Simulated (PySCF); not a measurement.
## C3H8ClSi: g tensor and hyperfine couplings

C3H8ClSi (doublet state).
Numbering: `[CH3:1][Si:2]([CH3:3])[CH2:4][Cl:5]` (hydrogens: H6, H7, H8 on C1; H9, H10, H11 on C3; H12, H13 on C4)

Geometry (GFN2-xTB, Å), atoms numbered from 1 in this order:
```
atom  x, y, z in Å
C1    -1.2149   -1.3187   -0.3534
Si2   -0.1905   -0.0862    0.6735
C3    -0.5457    1.7278    0.2196
C4     1.6751   -0.4481    0.4321
Cl5    2.1241   -0.2134   -1.3048
H6    -2.2807   -1.1608   -0.2197
H7    -0.9897   -1.2017   -1.4123
H8    -0.9949   -2.3467   -0.0809
H9    -1.5986    1.9681    0.3311
H10    0.0202    2.4166    0.8401
H11   -0.2691    1.9132   -0.8172
H12    1.9454   -1.4726    0.6749
H13    2.3149    0.2230    0.9993
```

The hyperfine couplings belong to this conformer and change with its torsions.

Computed with PySCF 2.14.0, UKS B3LYP, pcH-1 on C Cl H Si, non-relativistic, mean-field spin-orbit, GIAO. The structure is a single GFN2-xTB conformer in the gas phase; no vibrational or solvent corrections. A GFN2-xTB geometry isn't a minimum of the functional, and hyperfine couplings can be far from their values at a DFT geometry, by a factor of two or more for some ions and for spin on atoms past the first row. Stability of the SCF solution: not tested.

| Item | Value |
| --- | --- |
| g1, g2, g3 | 2.00234, 2.00337, 2.00467 |
| g_iso | 2.00346 |
| Form of g | rhombic: the two nearest values differ by 44 % of g3 − g1 |
| ⟨S²⟩ | 0.7515 (exact 0.7500) |
| α and β electrons | 29, 28 |
| Basis functions | 225 |

Hyperfine couplings atom by atom, in G; T1 to T3 are the principal values of the dipolar part; ρ(0) is the spin density at the nucleus (MHz turned into gauss with g_iso; 10 G = 1 mT):

```tsv
atom	isotope	a_iso	of which spin–orbit	T1	T2	T3	Mulliken spin population	ρ(0) (bohr⁻³)
C1	13C	11.3	0.0	-1.5	-1.5	3.0	0.00	0.0282
Si2	29Si	-161.6	0.3	-58.8	29.4	29.4	0.91	0.5109
C3	13C	11.3	0.0	-1.5	-1.5	3.0	0.00	0.0282
C4	13C	25.9	0.0	-1.5	-0.8	2.2	0.00	0.0647
Cl5	35Cl	6.3	0.1	-4.2	-3.6	7.8	0.05	0.0399
H6	1H	0.2	0.0	-1.5	-0.9	2.4	0.00	0.0001
H7	1H	19.1	0.0	-1.4	0.0	1.4	0.03	0.0120
H8	1H	0.4	0.0	-1.5	-0.9	2.4	0.00	0.0003
H9	1H	-0.1	0.0	-1.5	-0.8	2.4	0.00	-0.0001
H10	1H	0.7	0.0	-1.5	-0.9	2.4	0.00	0.0004
H11	1H	19.0	0.0	-1.4	0.0	1.4	0.03	0.0119
H12	1H	-0.7	0.0	-1.5	-0.8	2.3	0.00	-0.0004
H13	1H	-0.7	0.0	-1.5	-0.8	2.3	0.00	-0.0004
```

The largest Mulliken spin population is on Si2 (+0.91). The angles at Si2 add up to 331.7°, so it is pyramidal.

Under fast tumbling the dipolar parts average out, and these isotropic splittings remain: 6 × 1H (H6 (×6), I = 1/2, 7 lines) with 0.66 mT, 1 × 35Cl (Cl5, I = 3/2, 4 lines) with 0.63 mT and 2 × 1H (H12/H13, I = 1/2, 3 lines) with 0.07 mT.

Means are taken over nuclei equivalent by connectivity, which assumes that they swap fast. The six 1H nuclei of mean +18.4 MHz run from -0.3 to 53.7 MHz in the frozen geometry.

Main isotope only: 35Cl (natural samples also hold 24 % 37Cl, magnetic too, which adds its own pattern).

The 13C coupling of C4 (72.7 MHz) shows only in satellite lines or after enrichment, since that isotope makes up about 1.07 % of natural carbon.

The 29Si coupling of Si2 (-453.2 MHz) shows only in satellite lines or after enrichment, since that isotope makes up about 4.7 % of natural silicon.

Hardware: an Arm Neoverse V2 with one thread, no GPU, shared host with 96 logical CPUs at a one-minute load of 69. Cost: 42 s wall (with the writing of density and orbital grids), 0.76 GiB resident at most.
